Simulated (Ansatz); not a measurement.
CH4BrFGe (`F[CH2][GeH2][Br]`), relaxed with RKS PBE-D4/def2-SVP in Ansatz from a rough embedded geometry. The force threshold is 0.03 eV/Å; the program also tests the step.

Charge 0, multiplicity 1.

Start:

```xyz
8

F     1.111    0.166   -1.638
C     0.989    0.113   -0.331
Ge   -0.903   -0.071    0.115
Br   -1.060   -0.194    2.517
H     1.378    1.036    0.114
H     1.570   -0.765    0.056
H    -1.431   -1.393   -0.448
H    -1.656    1.108   -0.384
```

| step | energy (eV) | largest force (eV/Å) | largest move (Å) |
| --- | --- | --- | --- |
| 1 | -130342.4811 | 2.749 | 0.000 |
| 2 | -130342.6667 | 0.989 | 0.092 |
| 3 | -130342.6910 | 0.332 | 0.045 |
| 4 | -130342.6937 | 0.106 | 0.009 |
| 5 | -130342.6941 | 0.031 | 0.009 |
| 6 | -130342.6942 | 0.006 | 0.007 |

End:

```xyz
8

F     1.134    0.168   -1.698
C     1.017    0.109   -0.315
Ge   -0.907   -0.093    0.128
Br   -1.051   -0.182    2.458
H     1.418    1.040    0.143
H     1.592   -0.756    0.081
H    -1.478   -1.416   -0.440
H    -1.725    1.129   -0.358
```

Run time 14 s (4 threads of a server CPU on a shared host); peak host memory 0.19 GiB.
